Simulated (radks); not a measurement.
Charge is removed step by step from the 2p3/2 level of Cl+, starting from [He] 2s2 2p(1/2: 2, 3/2: 4) 3s2 3p4. Method: Dirac Kohn-Sham, LDA (Slater exchange, Perdew-Wang correlation), spin-unpolarised, spherical densities, finite nucleus; open shells fill j = l - 1/2 first; Fermi nuclear charge, rms radius 3.3654 fm; computed with a radial shooting solver on a logarithmic mesh with Libxc functionals.

removed (e),E - E(0) (eV),eigenvalue (eV),E minus straight line (eV)
0,0.000,-203.82,0.000
0.125,25.783,-208.71,-2.207
0.25,52.181,-213.67,-3.798
0.375,79.202,-218.68,-4.767
0.5,106.85,-223.76,-5.105
0.625,135.14,-228.89,-4.805
0.75,164.08,-234.09,-3.859
0.875,193.67,-239.34,-2.259
1,223.92,-244.65,0.000

Removing the whole electron costs 223.92 eV by Delta-SCF, against 203.82 eV from minus the eigenvalue at the starting occupation. Slater's transition state (half an electron removed) gives 223.76 eV. Integrating minus the eigenvalue over the occupation (Janak's theorem) gives 223.92 eV. The mean slope of the eigenvalue, de/dn, is 40.8 eV per electron.
